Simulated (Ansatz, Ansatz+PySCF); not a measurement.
| atom | x (Å) | y (Å) | z (Å) |
| --- | --- | --- | --- |
| B | 0.0000 | 0.0000 | 0.9513 |
| B | 0.0000 | 0.0000 | -0.9513 |
| H | 1.0728 | 0.0000 | 0.0000 |
| H | -1.0728 | 0.0000 | 0.0000 |
| H | 0.0000 | 1.1357 | 1.5840 |
| H | 0.0000 | -1.1357 | 1.5840 |
| H | 0.0000 | 1.1357 | -1.5840 |
| H | 0.0000 | -1.1357 | -1.5840 |

Basis set: def2-SVP (spherical functions). Correlated methods keep 2 orbitals frozen. Charge 0, multiplicity 1.

Computed with Ansatz (development build ahead of 0.2.0); each method stands on the lowest determinant of its kind that the runs found. Restricted open shells among the atoms or ions are ROHF, correlated in semicanonical orbitals with singles.

(1) Give the atomization energy at this shape (free ground-state atoms in the same class of orbitals less the molecule, no zero-point energy) of singlet B2H6 by RHF-CCSD(T), RHF-MP2, RHF, UHF.

Answers

(1)

| method | atomization energy |
| --- | --- |
| RHF-CCSD(T) | 24.63 eV |
| RHF-MP2 | 24.47 eV |
| RHF | 20.67 eV |
| UHF | 20.51 eV |

Caution: the shape is not the minimum.
